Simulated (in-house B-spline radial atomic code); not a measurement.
Checks on a self-consistent run for F4+, [He] 2s2 4d1. Level of theory: Dirac-Hartree-Fock, average of configuration, Fermi nucleus of rms radius 2.8976 fm; calculated with an all-electron radial atomic-structure program (B-spline basis).

| orbital | q | ε (Eh) | <1/r> | <r²> | small-component weight |
| --- | --- | --- | --- | --- | --- |
| 1s1/2 | 2 | -31.77353 | 8.6917 | 0.04067 | 0.0010028 |
| 2s1/2 | 2 | -5.35758 | 1.78932 | 0.76699 | 0.00016827 |
| 4d3/2 | 0.4 | -0.80377 | 0.328378 | 18.8523 | 2.3002e-05 |
| 4d5/2 | 0.6 | -0.80370 | 0.328323 | 18.8558 | 2.2999e-05 |

Electron-electron repulsion V_ee = 13.7649 hartree.

(1) What total energy follows from the eigenvalues?

(2) Does the Dirac virial theorem hold?

(3) What diamagnetic shielding (Lamb formula) and susceptibility (Langevin formula) do the radii give?

Answers

(1) The eigenvalues count the repulsion twice, so E = Σqε - V_ee = -75.066 - 13.765 = -88.831 hartree; the run printed -88.831.

(2) For a point nucleus E = -2c²Σq·w, with w the small-component weight. Here Σq·w = 0.0023652 and c = 137.0360, so the ratio E/(-2c²Σq·w) is 1.000001.

(3) σ = (α²/3)Σq<1/r> = 21.2904/(3·137.036²) = 377.91 ppm, and χ = -0.79199×10⁻⁶·Σq<r²> = -16.21×10⁻⁶ cm³/mol with Σq<r²> = 20.47 bohr². Both are non-relativistic formulas without the paramagnetism of open shells.
